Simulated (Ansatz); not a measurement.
Cost and result for the atomization energy of C$_{2}$H$_{6}$FNSi (`CN1[SiH2]C1F`) (11 atoms, 11 bonds).

Cartesian coordinates in Å:
```
C -0.217 -1.459 -0.545
N -0.101 -0.178 0.090
Si 0.482 0.911 1.245
C -0.120 1.102 -0.497
F -1.381 1.606 -0.794
H -1.234 -1.625 -0.914
H 0.016 -2.247 0.173
H 0.475 -1.549 -1.390
H 1.928 0.928 1.585
H -0.360 1.234 2.420
H 0.511 1.278 -1.373
```

Total charge 0; spin multiplicity 1. The geometry is a stationary point of PBE0-D4/def2-TZVP. Program: Ansatz. All runs use 4 threads of an Arm Neoverse V1 on a shared host. Times are those of one run each, without the atoms' runs, and a repeat can differ threefold. Electronic energies, without spin–orbit coupling; frozen cores. CCSD(T)/CBS adds CCSD(T) − MP2 in def2-TZVPP to the MP2 limit, and its time is that of the two runs behind it. T1 = 0.013. B3LYP takes the VWN-RPA correlation (the form of Gaussian; ORCA's B3LYP/G).

CCSD(T)/CBS is a level of theory with its own doubt, some kJ/mol a heavy atom from the limit and from the frozen cores, so smaller differences don't rank the functionals.

```csv
level,functions,wall time
PBE-D4/def2-TZVPP (with forces),250,2.6 s
PBE0-D4/def2-TZVPP,250,2.9 s
B3LYP-D4/def2-TZVPP (with forces),250,4.6 s
r2SCAN-D4/def2-TZVPP (with forces),250,5.5 s
B2PLYP/def2-TZVPP,250,6 s
ωB97X-V/def2-TZVPP,250,8 s
ωB97M-V/def2-TZVPP (with forces),250,12 s
MP2/def2-QZVPP,478,23 s
CCSD(T)/def2-TZVPP,250,2.8 min
CCSD(T)/CBS(def2),–,3.2 min
```

(1) What atomization energy does each give, and how far from CCSD(T)/CBS? (An estimate is asked.)

Answers

(1) Computed: 
```
                             level  atomization (kcal/mol)  difference from CCSD(T)/CBS  per bond
   PBE-D4/def2-TZVPP (with forces)                   971.2                         27.4       2.5
                PBE0-D4/def2-TZVPP                   949.5                          5.7       0.5
 B3LYP-D4/def2-TZVPP (with forces)                   947.3                          3.5       0.3
r2SCAN-D4/def2-TZVPP (with forces)                   947.0                          3.2       0.3
                 B2PLYP/def2-TZVPP                   935.2                         -8.6      -0.8
                ωB97X-V/def2-TZVPP                   951.7                          7.9       0.7
  ωB97M-V/def2-TZVPP (with forces)                   949.8                          6.0       0.5
                    MP2/def2-QZVPP                   949.2                          5.4       0.5
                CCSD(T)/def2-TZVPP                   916.1                        -27.7      -2.5
                 CCSD(T)/CBS(def2)                   943.8                          0.0       0.0
```

In def2-TZVPP, CCSD(T) changes the Hartree–Fock value by +255.4 kcal/mol (the triples alone add +15.6 kcal/mol) and MP2 by +271.9 kcal/mol; breaking electron pairs costs correlation energy, which Hartree–Fock lacks. The D4 term adds +8.0 kcal/mol with B3LYP and +4.2 kcal/mol with PBE0; it sums over pairs of atoms, weighted by their polarisabilities, and B3LYP, whose exchange is more repulsive, gets the larger term. From PBE to PBE0 (25 % exact exchange), in def2-TZVPP and without D4, the atomization energy moves by −21.0 kcal/mol: exact exchange takes away binding that semilocal exchange gives to molecules.
